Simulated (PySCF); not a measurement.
This PySCF input asks for the NMR shieldings of `C#C[C@](C)(N[SiH3])C1CC1`, C₇H₁₃NSi; the geometry comes from GFN2-xTB.

```python
import basis_set_exchange as bse
import numpy as np
from pyscf import gto, dft
from pyscf.prop import nmr

atoms = """
C    -0.010626   -2.535765   -1.932707
C    -0.138941   -1.665371   -1.121083
C    -0.264323   -0.552129   -0.179280
C    -1.576703   -0.705777    0.593578
N    -0.245038    0.686562   -0.930064
Si   -1.276108    2.049770   -0.836196
C     0.904313   -0.645947    0.811117
C     2.225470    0.006711    0.544072
C     1.323871    0.547568    1.611731
H     0.090189   -3.315117   -2.628257
H    -2.419189   -0.671693   -0.091622
H    -1.589095   -1.658800    1.117989
H    -1.671589    0.098002    1.317717
H     0.454579    0.664864   -1.654289
H    -1.278931    2.629308    0.515659
H    -0.686869    2.985258   -1.792227
H    -2.669117    1.750634   -1.194998
H     0.932284   -1.608433    1.309793
H     2.339947    0.588916   -0.357366
H     3.122528   -0.518407    0.836668
H     1.596185    0.405158    2.646756
H     0.826752    1.484074    1.412162
"""
names = dict.fromkeys(["C", "N", "Si", "H"], "pcSseg-1")
basis = {el: gto.basis.parse(bse.get_basis(n, elements=[el], fmt="nwchem")) for el, n in names.items()}
mol = gto.M(atom=atoms, basis=basis, charge=0, verbose=0)
mf = dft.RKS(mol, xc="PBE0")
mf.grids.level = 2
mf.grids.alignment = dft.numint.BLKSIZE   # the property module wants whole blocks of grid points
mf.conv_tol = 1e-9
mf.kernel()

calc = nmr.RKS(mf)   # GIAO
C = mf.mo_coeff
Co = C[:, mf.mo_occ > 0]
resp = mf.gen_response(singlet=True, hermi=2)
def vind(x):   # induced exchange potential for any number of trial vectors
    d = np.einsum("pi,xij,qj->xpq", C, 2 * x.reshape(-1, C.shape[1], Co.shape[1]), Co, optimize=True)
    return np.einsum("xpq,pi,qj->xij", resp(d - d.transpose(0, 2, 1)), C, Co, optimize=True).ravel()
mo1, _ = nmr.rhf.solve_mo1(calc, with_cphf=vind)
sigma = calc.kernel(mo1)
for i, s in enumerate(sigma):   # ppm
    print("%2d %-2s %9.2f" % (i, mol.atom_pure_symbol(i), np.trace(s) / 3))
```

**Question.** Give the expected output.

**Answer.** 
```
 0 C     111.75
 1 C      90.19
 2 C     139.26
 3 C     158.87
 4 N     240.73
 5 Si    415.27
 6 C     159.88
 7 C     184.35
 8 C     184.75
 9 H      29.97
10 H      29.82
11 H      30.08
12 H      30.20
13 H      31.74
14 H      26.99
15 H      27.27
16 H      26.85
17 H      30.72
18 H      31.40
19 H      31.29
20 H      31.30
21 H      31.22
```

These numbers come from an equivalent density-fitted implementation of the same equations, which agrees with the script to about 0.01 ppm for H and up to a few tenths of a ppm for heavy atoms, so last digits may differ.

Size and cost of the density-fitted run: 225 basis functions, 69 s wall time on 1 thread of an Arm Neoverse V1, shared host; peak memory 1.1 GiB.
